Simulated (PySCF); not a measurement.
**Correlation energy of Mg (magnesium, neutral)**

[Ne] 3s2, closed-shell 1S. Calculation: PySCF 2.14, in cc-pVTZ-DK; scalar relativity by spin-free X2C-1e. Frozen: [Ne]; 2 electrons correlated.

Total MP2 correlation energy: -23.52 mhartree.

Same-spin part 0.00 and opposite-spin part -23.52 mhartree; SCS-MP2 scales them by 1/3 and 6/5 to -28.22 mhartree.

With two correlated electrons CCSD is exact within the correlated space (frozen core and kept virtual orbitals).

```csv
level,correlation energy (mhartree)
CCSD,-33.69
```

Diagnostics: T1 = 0.015, D1 = 0.0218, largest double amplitude 0.093.

Cost of the coupled-cluster step: 0.08 s of wall time on 1 thread of Neoverse-V2 (shared host), for 2 correlated electrons.
